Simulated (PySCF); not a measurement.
Computed properties of C7H7O4Rh, SMILES CC1=CC(C)=[O]->[Rh](<-[C-]#[O+])(<-[C-]#[O+])[O]1, multiplicity 1

Rh(acac)(CO)2 (C7H7O4Rh), SMILES CC1=CC(C)=[O]->[Rh](<-[C-]#[O+])(<-[C-]#[O+])[O]1, multiplicity 1. Coordinates come from a B3LYP-D3(BJ)/def2-SVP optimisation. The multiplicity is an assumed one; other spin states were not compared. The isomer is the one that the SMILES or the coordinates give; other isomers of the formula were not compared. The def2 effective core potentials stand for the cores of Rh; spin–orbit coupling is left out. The values are those of a single conformer. All values are computed for the isolated molecule unless a solvent is named; none is compared with measurement here.

**Structure.** The optimised structure has C2v symmetry. All 51 harmonic modes at B3LYP-D3(BJ)/def2-SVP (PySCF) are real, so it is a minimum. With heavy atoms numbered as in [Rh:1]1(<-[O:7]=[C:5]([CH:4]=[C:3]([CH3:2])[O:8]1)[CH3:6])(<-[C-:17]#[O+:16])<-[C-:19]#[O+:18], the shortest bond between them is O16–C17 at 1.144 Å and the longest Rh1–O7 at 2.047 Å.

**Vibrations.** The strongest infrared lines (harmonic, unscaled, degenerate partners summed) lie at 2117 cm⁻¹ (854 km/mol, C 59 %, O 41 %), 2175 cm⁻¹ (683 km/mol, C 61 %, O 39 %), 1645 cm⁻¹ (531 km/mol, C 73 %, O 24 %). The softest mode is at 51 cm⁻¹ and the zero-point energy is 81.5 kcal/mol.

**Electronic structure.** M06-2X/def2-SVP (PySCF) places the frontier levels at -7.71 and -0.47 eV, a gap of 7.24 eV, and gives a dipole moment of 2.01 D and a mean polarisability of 118.2 bohr³.

**Excitations.** TDA-B3LYP/def2-SVP (PySCF) has S1 at 3.67 eV (338 nm, f = 0.043, weak); the most intense of the 6 singlets computed lies at 4.27 eV (f = 0.05). T1 (TDA) is at 2.98 eV, 0.69 eV under S1. No vertical singlet excitation falls in the visible range (under 3.1 eV).
